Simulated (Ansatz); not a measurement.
Consider the redistribution: `NCO[SiH](O)F` + `CO[SiH2]Cl` → `CO[SiH](O)F` + `NCO[SiH2]Cl`.

Isolated molecules relaxed with PBE0-D4/def2-TZVP in Ansatz; ΔE leaves out vibrations. CBS: MP2 limit from def2 TZ/QZ plus the TZ coupled-cluster correction, frozen cores. Functionals use def2-TZVPP. One conformer a species, not always the lowest.

Is it downhill or uphill in electronic energy at CCSD(T)/CBS, and by how much? (An estimate is asked.)

Computed: Downhill: ΔE = -0.03 eV.

What do these levels give: B2PLYP, PBE, r2SCAN, PBE0, MP2/def2-TZVPP, MP2/CBS(def2)? (An estimate is asked.)

Ansatz gave: B2PLYP -0.03, PBE -0.03, r2SCAN -0.03, PBE0 -0.03, MP2/def2-TZVPP -0.03, MP2/CBS(def2) -0.03 eV.

Largest T1 diagnostic among the species: 0.011.
